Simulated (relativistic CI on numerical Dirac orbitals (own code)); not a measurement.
# Spin-allowed bands of a d2 ion in an octahedral site, by hand

Problem. Take Δ = 18400 cm⁻¹ and B = 760 cm⁻¹ for a d2 ion in an octahedral site. Calculate the three spin-allowed bands.

Working.
1. The terms of highest spin are 3F (energy 0) and 3P (15B = 11400 cm⁻¹). Here the F term splits into A2 at +1.2Δ = 22080, T2 at +0.2Δ = 3680 and T1 at −0.6Δ = -11040 cm⁻¹.
2. The two T1 states mix through the element 0.4Δ: H = [[-11040, 7360], [7360, 11400]], with roots ½(H₁₁ + H₂₂) ∓ ½√[(H₂₂ − H₁₁)² + 4H₁₂²] = ½(360) ∓ ½(26837) = -13239 and 13599 cm⁻¹.
3. The ground term is 3T1 at -13239 cm⁻¹.
4. Bands: 3T2 16919 cm⁻¹ (591 nm), 3T1(P) 26837 cm⁻¹ (373 nm), 3A2 35319 cm⁻¹ (283 nm).

Check. Exact diagonalisation of the whole d2 shell with these parameters gives 3T2 16919, 3T1 26837, 3A2 35319 cm⁻¹. The match is exact, since without spin-orbit coupling no other term has this spin. The ratio of the second band to the first, 1.586, depends on Δ/B = 24.2 alone, which is how a Tanabe-Sugano diagram is read.
